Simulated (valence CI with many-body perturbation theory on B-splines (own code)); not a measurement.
# Which ion has this spectrum?

A relativistic CI+MBPT calculation for an atom or ion with 51 electrons gives these levels (eV):

| J | Parity | E | g |
| --- | --- | --- | --- |
| 3/2 | odd | 0.0000 | 1.97 |
| 3/2 | odd | 1.053 | 0.88 |
| 5/2 | odd | 1.220 | 1.20 |
| 1/2 | odd | 2.033 | 0.67 |
| 3/2 | odd | 2.286 | 1.28 |
| 1/2 | even | 5.368 | 2.34 |
| 3/2 | even | 5.702 | 1.70 |
| 1/2 | even | 5.831 | 1.00 |
| 5/2 | even | 5.997 | 1.55 |
| 3/2 | even | 6.127 | 1.25 |
| 1/2 | odd | 6.398 | 0.74 |
| 3/2 | odd | 6.514 | 1.33 |
| 5/2 | even | 6.604 | 1.44 |
| 3/2 | even | 6.624 | 0.73 |

The energies are calculated, with errors of about 64 cm⁻¹, more in some levels.

Which is it?
A. I2+
B. Xe3+
C. Sb
D. Te+

C. Sb, ground level 5s²5p³ ⁴S°_3/2.
